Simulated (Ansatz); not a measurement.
`[F][Ge]([F])([Cl])[Cl]` + HBr → `[F][Ge]([F])([Cl])[Br]` + HCl at 700 K and 1 bar (ligand exchange at a Ge–Cl bond).

Calculated with Ansatz (gas phase, PBE0-D4/def2-TZVP geometries, no zero-point term in ΔE). CCSD(T)/CBS is the MP2 limit (def2-TZVPP, def2-QZVPP) plus CCSD(T) − MP2 in def2-TZVPP, frozen cores. This one scheme is used for every species. For Br, Ge outer-core shells are correlated without core-valence functions, which leaves a few kJ/mol of doubt a bond. Scalar relativity is left out up to krypton.

```
                 species  CCSD(T)/CBS energy (Eh)  H − E (kJ/mol)  S (J/(mol·K))
`[F][Ge]([F])([Cl])[Cl]`              -3195.41116            79.2          424.2
                     HBr              -2573.91920            36.5          223.7
`[F][Ge]([F])([Cl])[Br]`              -5308.95213            78.9          442.6
                     HCl               -460.38127            38.4          211.8
```

H − E and S are ideal-gas, rigid-rotor, harmonic terms from PBE0-D4/def2-TZVP. 1 Eh = 2625.50 kJ/mol, R = 8.31446 J/(mol·K).

By hand: ΔE, ΔH, ΔS and ΔG.

ΔE = (-5308.95213) + (-460.38127) − (-3195.41116) − (-2573.91920) = -0.00304 Eh = -8.0 kJ/mol. Δ(H − E) = 78.9 + 38.4 − 79.2 − 36.5 = 1.6, so ΔH = -6.4 kJ/mol. ΔS = 442.6 + 211.8 − 424.2 − 223.7 = 6.5 J/(mol·K). ΔG = -6.4 − 700 × (6.5)/1000 = -10.9 kJ/mol.

By hand: the equilibrium constant, and the temperature at which ΔG would vanish if ΔH and ΔS stayed fixed.

log₁₀ K = −ΔG/(RT ln 10) = 0.8. ΔH and −TΔS have one sign here, so there is no such temperature.

TΔS isn't small against ΔH here. A doubt of 5 kJ/mol in ΔE shifts log₁₀ K by 0.4 here. These are equilibria of isolated gas molecules and say nothing of rates. Largest T1 diagnostic: 0.011 (customary marks: 0.02 for closed shells, 0.045 for open ones).
